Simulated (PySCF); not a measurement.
Compound: C₄H₃ClO₂.
Z-matrix (Å and degrees, GFN2-xTB geometry), rows numbered from 1:
```
O 
C   1  1.1906
C   2  1.5193  1  129.01
C   3  1.4932  2  102.12  1   179.97
C   4  1.3310  3  107.50  2     0.06
Cl  5  1.6952  4  130.53  3   179.97
O   2  1.3665  1  122.83  3  -179.99
H   3  1.0919  2  110.22  1   -59.25
H   3  1.0919  2  110.25  1    59.12
H   4  1.0698  3  125.56  2  -179.96
```

The calculation used CAM-B3LYP/def2-SVPD in PySCF (dipole) on a GFN2-xTB geometry, gas phase.

Take the most abundant isotopes and a rigid rotor. 

Task: Give the principal moments of inertia and the rotational constants in GHz.

Result: Ia = 83.80, Ib = 347.97, Ic = 428.65 u·Å²; 505379 MHz·u·Å²/I gives 6031, 1452 and 1179 MHz, that is A = 6.0305, B = 1.4524, C = 1.1790 GHz.

Task: Classify the top.

Result: An asymmetric top. Ray's parameter κ = (2B − A − C)/(A − C) = -0.887; −1 is the prolate and +1 the oblate limit.

Task: Is it planar, by Δ = Ic − Ia − Ib?

Result: Not planar: Δ = Ic − Ia − Ib = -3.12 u·Å². For a rigid frame Δ = −2 Σ m c², so Σ m c² = 1.56 u·Å² lies off the ab plane, practically all of it from hydrogen. The atom farthest from that plane is 0.88 Å away.

Task: Give the other two planar moments, Paa and Pbb, and the rms extents of the mass along the axes.

Result: Paa = Σ m a² = (Ib + Ic − Ia)/2 = 346.41 and Pbb = Σ m b² = (Ia + Ic − Ib)/2 = 82.24 u·Å². With the mass M = 117.98 u, the rms extents √(P/M) along a, b and c are 1.71, 0.83, 0.12 Å.

Task: Which types of transition are allowed, and where do some lines up to J = 3 fall?

Result: The dipole components are |μa| = 1.28 D, |μb| = 3.60 D, |μc| = 0.00 D; the mirror of this Cs structure is the ab plane, so μc vanishes by symmetry and there are no c-type lines. The squared components, which scale the intensities, stand as 0.13 : 1.00 (a : b). Some lines, for components of 0.1 D or more:

```tsv
type	branch	J(Ka,Kc)	MHz	lower level (cm⁻¹)
b	R	2(0,2) ← 1(1,1)	673	0.240
a	Q	3(1,2) ← 3(1,3)	1640	0.656
b	R	3(0,3) ← 2(1,2)	3530	0.407
a	R	2(1,1) ← 1(1,0)	5536	0.250
b	R	1(1,1) ← 0(0,0)	7210	0.000
a	R	3(1,3) ← 2(1,2)	7477	0.407
a	R	3(1,2) ← 2(1,1)	8297	0.434
b	R	2(1,2) ← 1(0,1)	9568	0.088
b	Q	3(2,1) ← 3(1,2)	13391	0.711
b	Q	3(2,2) ← 3(1,3)	14972	0.656
b	R	2(2,1) ← 1(1,0)	19271	0.250
b	R	2(2,0) ← 1(1,1)	19556	0.240
b	Q	3(3,1) ← 3(2,2)	23581	1.156
b	R	3(3,0) ← 2(2,1)	31476	0.892
```

GFN2-xTB frequencies: not computed here. Constants of a rigid frame at the computed geometry: no zero-point averaging, no centrifugal distortion. Quadrupole hyperfine structure (35Cl) is left out.

Hardware: one thread of an Arm Neoverse V2, no GPU, shared host. Cost: 26 s. This is the CAM-B3LYP/def2-SVPD job that gave the dipole, with the excitations it also computed.
